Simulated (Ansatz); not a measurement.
Reaction (redistribution): `BC[SiH3]` + `C#C[SiH](F)CF` → `BC[SiH2]CF` + `C#C[SiH2]F`

Isolated molecules relaxed with PBE0-D4/def2-TZVP in Ansatz; ΔE leaves out vibrations. CCSD(T)/CBS is the MP2 limit (def2-TZVPP, def2-QZVPP) plus CCSD(T) − MP2 in def2-TZVPP, frozen cores. This one scheme is used for every species. Functionals use def2-TZVPP. One conformer a species, not always the lowest.

```
        species  ωB97M-V energy (Eh)
     `BC[SiH3]`           -356.59206
`C#C[SiH](F)CF`           -605.93176
   `BC[SiH2]CF`           -495.16454
   `C#C[SiH2]F`           -467.35834
```

Task: Work out ΔE.

Result: ΔE = (-495.16454) + (-467.35834) − (-356.59206) − (-605.93176) = 0.00094 Eh = +2.5 kJ/mol. CCSD(T)/CBS gives +1.5 kJ/mol.

Largest T1 diagnostic among the species: 0.012.

Leaving LDA and LC-ωPBE aside and taking each functional with its dispersion term where it has one, the values, not all of them listed here, spread over 1.5 kJ/mol, from B2PLYP to B97M-V.
